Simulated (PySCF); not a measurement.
# Polarisability and C₆ of Sb (antimony, neutral)

[Kr] 4d10 5s2 5p3, high-spin 4S determinant. Computed with PySCF 2.14 in def2-QZVPPD with the def2 core potential (28 electrons) (8s6p5d4f1g, 88 functions), with scalar relativity through the core potential. Coupled (time-dependent) response in atomic units; α is the mean over directions.

```json
{"method": "UHF", "mean α (bohr³)": "44.29", "C₆ (like pair)": "490.7", "S(−4)": "505.0"}
{"method": "PBE", "mean α (bohr³)": "47.59", "C₆ (like pair)": "525.1", "S(−4)": "681.5"}
{"method": "PBE0", "mean α (bohr³)": "45.53", "C₆ (like pair)": "500.7", "S(−4)": "583.5"}
{"method": "wB97X-V", "mean α (bohr³)": "44.76", "C₆ (like pair)": "490.7", "S(−4)": "554.1"}
```

S(−4) is the Cauchy moment in α(ω) = α(0) + S(−4) ω² + …

Reference α: 43 ± 2 bohr³ (recommended; Schwerdtfeger and Nagle, table of static dipole polarizabilities (2023 update)). Published C₆: 492.0 (Chu and Dalgarno (2004); Tang, Norbeck and Certain (1976)).

α(iu) at wB97X-V:

| u (hartree) | α(iu) (bohr³) |
| --- | --- |
| 0 | 44.76 |
| 0.0500 | 43.43 |
| 0.100 | 40.00 |
| 0.200 | 31.08 |
| 0.300 | 23.38 |
| 0.500 | 13.90 |
| 0.750 | 8.370 |
| 1.00 | 5.714 |
| 1.50 | 3.326 |
| 2.00 | 2.266 |
| 3.00 | 1.294 |
| 5.00 | 0.5946 |

A single London oscillator, α(iu) = α/(1 + u²/ω²), gives C₆ = (3/4) ω α². Matching the computed C₆ needs ω = 4 × 490.7 / (3 × 44.76²) = 0.327 hartree.

Energies and moments cover only the electrons outside the core potential.
